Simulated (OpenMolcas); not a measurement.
Pt2+.

* Program: OpenMolcas 26.06
* Basis: ANO-RCC-VTZP [8s7p5d3f1g]
* Scalar Hamiltonian: DKH2, point nucleus
* Active space: 8 electrons in 6 orbitals (5d 6s)
* State averaging: 2S+1 = 3 even, 60 roots; 2S+1 = 5 even, 15 roots kept (CI in the orbitals of an earlier block); 2S+1 = 1 even, 55 roots kept (CI in the orbitals of an earlier block)
* Spin-orbit coupling: RASSI with atomic mean-field integrals over the reference wave functions, term energies averaged over their components

Two sets of levels on these reference wave functions, in eV above 5d⁸ ³F₄: one from CASSCF and one from MS-CASPT2, IPEA 0.25 Eh, imaginary shift 0.1 Eh (closed shells correlated: 5s 5p).

| Level | Set 1 | Set 2 |
| --- | --- | --- |
| 5d⁸ ³F₄ | 0.0000 | 0.0000 |
| 5d⁸ ³F₃ | 1.287 | 1.265 |
| 5d⁷ 6s ⁵F₅ | 2.473 | 2.281 |
| 5d⁸ ³P₀ | 1.885 | 2.346 |
| 5d⁸ ³P₁ | 2.118 | 2.475 |
| 5d⁸ ¹G₄ [60 %] | 2.739 | 3.166 |
| 5d⁷ 6s ⁵F₃ | 3.768 | 3.613 |
| 5d⁷ 6s ⁵F₂ [69 %] | 3.995 | 3.896 |
| 5d⁷ 6s ⁵F₁ [63 %] | 4.112 | 4.040 |
| 5d⁷ 6s ³F₄(1) [60 %] | 4.270 | 4.414 |
| 5d⁷ 6s ⁵P₃ | 4.396 | 4.549 |
| 5d⁷ 6s ⁵P₂ [54 %] | 4.307 | 4.569 |
| 5d⁷ 6s ⁵P₁ [55 %] | 4.875 | 5.120 |
| 5d⁷ 6s ³G₅ [65 %] | 5.118 | 5.166 |
| 5d⁷ 6s ³F₃(1) [63 %] | 5.100 | 5.273 |
| 5d⁷ 6s ³H₆ | 5.864 | 5.980 |

**Question.** Which set is which?

**Answer.** Set 1 is MS-CASPT2. Its levels of the other terms of 5d⁸ lie at 0.80 to 0.87 of the other set's values, as expected, since terms of lower spin or lower L gain more correlation energy than the Hund ground term. Against 5 measured levels (NIST levels as listed in McCann et al., Mon. Not. R. Astron. Soc. 538, 537 (2025)) the mean absolute deviation is 770 cm-1 with it and 3100 cm-1 without; single levels miss by up to 1900 cm-1 with it.

Term energies are means over components that CASPT2 splits; among the terms shown or strongly mixed into the levels shown the widest spread is 1000 cm-1 (5d⁸ ¹G, MS-CASPT2). Terms from blocks run as CI alone lack orbitals of their own. A single d shell beside an s shell can misplace configurations of different d count against each other. Without dynamic correlation excited terms often stand tens of per cent too high (terms of higher spin than the ground term too low), and those without a measured partner can miss by more than the paired ones (holds for CASSCF). The CASPT2 spread within a term exceeds the gap to the next term for 5d⁷ 6s ³D(1) and 5d⁷ 6s ³P(1), so the order of their levels is uncertain (holds for MS-CASPT2). Measured partners are found by configuration, term and J. A level has none where our copy of the source lacks it or the pairing is in doubt (some pairs that miss far off the trend of their configuration count as doubtful), and it then counts in no deviation. Only configurations of the active space appear. The table leaves out levels that lie high or whose names do not pair safely across all columns.

A share in square brackets marks a mixed level and gives the weight of the term that names it, the lowest over the columns. A number in round brackets counts repeated terms of one configuration in the order of the reference energies.
